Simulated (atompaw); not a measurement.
# Reading a pseudo-wave (F (Z = 9))

Columns: radius, all-electron u(r) and pseudo u(r) of the 2s shell (level -29.90 eV) of fluorine in the configuration [He] 2s2 2p5; PBE, scalar-relativistic, PAW (atompaw) scheme, atompaw 4.2.0.5.

| r (bohr) | all-electron | pseudo |
| --- | --- | --- |
| 0.063 | -0.4223 | 0.1183 |
| 0.127 | -0.4094 | 0.2362 |
| 0.190 | -0.2136 | 0.3482 |
| 0.254 | 0.0432 | 0.4558 |
| 0.317 | 0.2920 | 0.5539 |
| 0.381 | 0.5127 | 0.6439 |
| 0.444 | 0.6890 | 0.7220 |
| 0.508 | 0.8253 | 0.7895 |
| 0.571 | 0.9203 | 0.8437 |
| 0.635 | 0.9824 | 0.8859 |
| 0.698 | 1.0153 | 0.9150 |
| 0.762 | 1.0257 | 0.9321 |
| 0.825 | 1.0183 | 0.9373 |
| 0.888 | 0.9976 | 0.9319 |
| 0.952 | 0.9665 | 0.9166 |
| 1.015 | 0.9289 | 0.8931 |
| 1.079 | 0.8859 | 0.8622 |
| 1.142 | 0.8407 | 0.8262 |
| 1.206 | 0.7933 | 0.7855 |
| 1.269 | 0.7463 | 0.7427 |
| 1.333 | 0.6989 | 0.6978 |
| 1.396 | 0.6534 | 0.6533 |
| 1.460 | 0.6086 | 0.6088 |
| 1.523 | 0.5663 | 0.5665 |
| 1.587 | 0.5253 | 0.5254 |
| 1.650 | 0.4871 | 0.4871 |

(1) How many radial nodes do the two functions have?

(2) Where does each function peak?

(3) Is the pseudo-wave norm-conserving?

Answers

(1) The all-electron 2s function has n − l − 1 = 1; the pseudo-wave has 0, since the states of the same l below it are removed with the core.

(2) Outermost all-electron maximum near 0.76 bohr, pseudo maximum near 0.82 bohr (to the table’s step).

(3) No, it belongs to a PAW set: the norm inside the radius is not constrained, and the difference is carried by the augmentation charge.
